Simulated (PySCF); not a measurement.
**Choosing a basis for TDDFT**

Species: CH₁₀BPSi₂.
InChI=1S/CH10BPSi2/c4-1-2-3-5/h2-3H,1H2,4-5H3

TDDFT with PBE0 (PySCF), vertical singlets, core orbitals frozen in the response, spherical d and f functions. The structure is a single PBE0-D3(BJ)/def2-SVP conformer in the gas phase; no vibrational or solvent corrections.

```json
{"basis": "6-31G*", "functions": "102", "diffuse": "no", "S1 (eV)": "4.84", "S2 (eV)": "5.97", "S3 (eV)": "6.12", "S4 (eV)": "6.39", "S5 (eV)": "6.89", "LUMO (eV)": "-1.25", "α (au)": "96.3"}
{"basis": "def2-SVP", "functions": "132", "diffuse": "no", "S1 (eV)": "4.76", "S2 (eV)": "5.88", "S3 (eV)": "6.03", "S4 (eV)": "6.62", "S5 (eV)": "6.73", "LUMO (eV)": "-1.44", "α (au)": "101.8"}
{"basis": "def2-SVPD", "functions": "192", "diffuse": "yes", "S1 (eV)": "4.69", "S2 (eV)": "5.81", "S3 (eV)": "5.96", "S4 (eV)": "6.19", "S5 (eV)": "6.42", "LUMO (eV)": "-1.52", "α (au)": "115.7"}
{"basis": "def2-TZVP", "functions": "233", "diffuse": "no", "S1 (eV)": "4.68", "S2 (eV)": "5.78", "S3 (eV)": "5.95", "S4 (eV)": "6.24", "S5 (eV)": "6.43", "LUMO (eV)": "-1.52", "α (au)": "112.1"}
```

How much do these states and the polarisability depend on the basis?

States are compared by their number. Against the only diffuse basis here (def2-SVPD, itself not a converged limit), sets without diffuse functions differ by up to 0.15 eV in S1 and 0.47 eV in S5. State by state, the largest deviation of a set without diffuse functions is S1 0.15, S2 0.16, S3 0.15, S4 0.43, S5 0.47 eV. The same number needn't mean the same state in each row. Against def2-SVPD the polarisability deviates by -17% in 6-31G*, -12% in def2-SVP, -3% in def2-TZVP.
